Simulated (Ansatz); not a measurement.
Cartesian coordinates (Å):
```xyz
8

Ta    -0.0153     0.0754    -0.0268
F      0.8750    -0.3978    -1.6387
F     -1.1167     0.4733     1.4708
F      0.9645    -1.2034     0.9585
F      0.4954     1.8845    -0.2062
N     -1.6652    -0.5118    -0.9191
H     -1.6956    -0.8770    -1.8760
H     -2.5900    -0.4866    -0.4789
```
Charge 0, spin multiplicity 1.

Level of theory: frozen-core CCSD(T)/def2-TZVPP // PBE-D3(BJ)/def2-SVP (Ansatz, a program for electronic structure).

The HF energy is -510.29610 Ha. The MP2 correlation energy is -1.62400 Ha.

**Question.** Estimate the CCSD correlation energy, the (T) correction, the total energy and the T1 diagnostic.

**Answer.** 
| Property | Value |
|---|---|
| CCSD correlation energy | -1.60805 Ha |
| (T) correction | -0.06102 Ha |
| CCSD(T) total energy | -511.96516 Ha |
| T1 diagnostic | 0.018 |
